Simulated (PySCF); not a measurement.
Molecule: B(All)2(F), SMILES C(CB(CC=C)F)=C. Atoms near the plane z = 0.0 Å, at the GFN2-xTB optimised geometry (x, y, z in Å): B1 (-0.7, 0.9, 0.0), C2 (0.9, 0.9, 0.0), C3 (1.5, -0.4, 0.2), C4 (2.1, -1.1, -0.8), H5 (1.2, 1.6, 0.8), H6 (1.2, 1.3, -0.9), H9 (2.6, -2.1, -0.6), C10 (-1.6, -0.4, -0.1), H13 (-2.6, -0.3, 0.4), H14 (-1.1, -1.3, 0.3), F18 (-1.3, 2.1, 0.0).

Computed with B3LYP/def2-SVP in PySCF. Cells within 0.4 Å of a nucleus heavier than hydrogen are left out (blank, or x). The values are rescaled to run from 0 to 1.

```
|333333333333333333333333333|
|333333333333333333333333333|
|333333333333333333333333333|
|333333333333333333333333333|
|333333333333333333333333333|
|333333334444333333333333333|
|333333345775433333333333333|
|333333347xx7433333333333333|
|333333347xx6544444333333333|
|333333346635444444433333333|
|33333333456x921xx4433333333|
|33333334448xx10xx4433333333|
|333333444314433203443333333|
|333334432213444311444333333|
|33333432xx2444449x334333333|
|333334443x2443443x134333333|
|333333444204433444444433333|
|333333344434333344444433333|
|333333333443333334444433333|
|333333333333333333344333333|
|333333333333333333333333333|
|333333333333333333333333333|
|333333333333333333333333333|
|333333333333333333333333333|
|333333333333333333333333333|
|333333333333333333333333333|
|333333333333333333333333333|
```
Scale: ten equal steps from 0.000 (start of '0') to 1.00 (end of '9'), in the order '0123456789'; x runs from -5.00 to 5.00, y from -5.00 (bottom) to 5.00 (top).

Question: Which quantity is mapped?
A. deformation density (molecule minus spherical neutral atoms)
B. electron localisation function
C. an orbital amplitude
D. Laplacian of the electron density

Answer: D, Laplacian of the electron density. In full: Laplacian of the electron density (e/bohr⁵), clipped to [-1.50, 1.50].
